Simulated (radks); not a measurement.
Results of a calculation; reference values are marked as such.
Species: N III. Configuration: [He] 2s2 2p0.75 3s0.25 (fractional occupations, a model configuration). Level of theory: Dirac Kohn-Sham, XLYP, spin-unpolarised, spherical densities, finite nucleus; open shells fill j = l - 1/2 first; Fermi nuclear charge, rms radius 2.5582 fm (a radial shooting solver on a logarithmic mesh with Libxc functionals).

X-ray form factor f0, the Fourier transform of the density (f0(0) = 5):

sin(theta)/lambda (1/angstrom),f0 (electrons)
0.05,4.867
0.1,4.534
0.15,4.121
0.2,3.700
0.25,3.297
0.3,2.925
0.4,2.324
0.5,1.929
0.6,1.692
0.8,1.444
1,1.272
1.25,1.060
1.5,0.857
2,0.536
